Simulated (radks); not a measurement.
The numbers below are computed, except where a source is named.
Isoelectronic series with 7 electrons, each ion in its NIST ground configuration. Code: a radial shooting solver on a logarithmic mesh with Libxc functionals. Model: scalar-relativistic Kohn-Sham, BLYP, spin-polarised, spherical densities, point nucleus; open shells are filled with parallel spins first. Total energies (hartree) and mean radii <r> (bohr):

ion    configuration  E (hartree)   2p up  2s down
N       [He] 2s2 2p3    -54.62531   1.433    1.371
F2+     [He] 2s2 2p3    -97.90626  0.8801   0.9382
Al6+    [He] 2s2 2p3   -223.78166  0.5098   0.5741
P8+     [He] 2s2 2p3   -306.42999  0.4222   0.4808
Cl10+   [He] 2s2 2p3   -402.28098  0.3604   0.4135
K12+    [He] 2s2 2p3   -511.39408  0.3144   0.3626
Sc14+   [He] 2s2 2p3   -633.83799  0.2788   0.3228
Mn18+   [He] 2s2 2p3   -919.03892  0.2272   0.2643

Estimate the row of V16+ ([He] 2s2 2p3).

Answer. E (hartree) -769.69058; 2p up 0.2504; 2s down 0.2907.
